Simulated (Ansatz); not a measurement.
Job for Ansatz (a quantum-chemistry and plane-wave program): U-CCSD(T)/def2-QZVPP on ZnP, 2S+1 = 4, a spin state set in the input, which need not be the lowest, a point of a bond scan (R = 2.443 Å). Files ending in .json are basis or fitting sets from the Basis Set Exchange.

Ansatz 0.2 input:
```yaml
crystal:
  periodic: [false, false, false]
  atoms:
    - {symbol: Zn, position_ang: [0.00000000, 0.00000000, 0.00000000]}
    - {symbol: P, position_ang: [0.00000000, 0.00000000, 2.44340900]}
basis:
  gaussian:
    orbitals: def2-QZVPP.json
    pivot_positions_ang: [[0.00000000, 0.00000000, 0.00000000], [0.00000000, 0.00000000, 2.44340900]]
magnetization: {spin_polarized: true, initial_magnetization: 3}
correlation: {method: ccsd_t, electrons: valence}
output: {orbitals: {seedname: ./end}}
```

Output:

```
WARN ansatz: RAYON_NUM_THREADS=2 ignored (pool sized by the plan → 2); use --threads N
Functional definition: HF
integrals: 0.83 GiB planned
1231 factors; integrals over basis functions are off by at most 3.7e-4 eV
mean field: 0.85 GiB planned
mean field evaluation 1: about -57648.4908 eV, gradient 5.6e0 eV
mean field evaluation 2: about -57648.4917 eV, gradient 5.6e0 eV
mean field evaluation 4: about -57648.9549 eV, gradient 2.3e0 eV
mean field evaluation 8: about -57649.0934 eV, gradient 2.1e-1 eV
mean field evaluation 16: about -57648.4908 eV, gradient 5.6e0 eV
mean field evaluation 32: about -57647.1395 eV, gradient 8.4e-2 eV
mean field evaluation 64: about -57644.1632 eV, gradient 4.1e0 eV
mean field -57649.09644736 eV, -2118.5652184794 hartree, gradient 2.3e-6 eV, S^2 3.789682; 2 other end points of the search recorded, 0 dependent functions left out
determinant -57649.09644736 eV, -2118.5652184794 hartree, with singles and doubles -57673.49946607 eV, -2119.4620128761 hartree
determinant -57647.14003781 eV, -2118.4933217545 hartree, with singles and doubles -57671.22566939 eV, -2119.3784523893 hartree
determinant -57646.13716040 eV, -2118.4564666896 hartree, with singles and doubles -57670.10777258 eV, -2119.3373704394 hartree
10 core orbitals not correlated, not the lowest: weight in the atoms' cores, before any rotation towards them, 1.000 or more for the frozen orbitals, at most 0.000 for the correlated occupied ones
reference -57649.09644736 eV, -2118.5652184794 hartree; 14, 11 occupied and 146, 149 virtual orbitals, 1231 factors
second order -25.96259862 eV of doubles, -0.00000000 eV of singles
coupled cluster: 2.11 GiB planned
cycle   1  -24.31699053 eV  change    -3.4e0 eV  update   2.8e-2
cycle   2  -24.35995436 eV  change   -4.3e-2 eV  update   8.1e-3
cycle   3  -24.35841243 eV  change    1.5e-3 eV  update   4.7e-3
cycle   4  -24.36231075 eV  change   -3.9e-3 eV  update   2.4e-3
cycle   5  -24.36388071 eV  change   -1.6e-3 eV  update   1.4e-3
cycle   6  -24.36484543 eV  change   -9.6e-4 eV  update   7.3e-4
cycle   7  -24.36553632 eV  change   -6.9e-4 eV  update   3.0e-4
cycle   8  -24.36530268 eV  change    2.3e-4 eV  update   1.1e-4
cycle   9  -24.36533648 eV  change   -3.4e-5 eV  update   4.8e-5
cycle  10  -24.36533309 eV  change    3.4e-6 eV  update   2.1e-5
perturbative correction -0.79515897 eV, -0.0292215530 hartree
Total energy: -57674.25693942 eV, -2119.4898495082 hartree
```

The calculation finished and met its thresholds.

Cost: about 2.4 core-minutes (a rough figure).
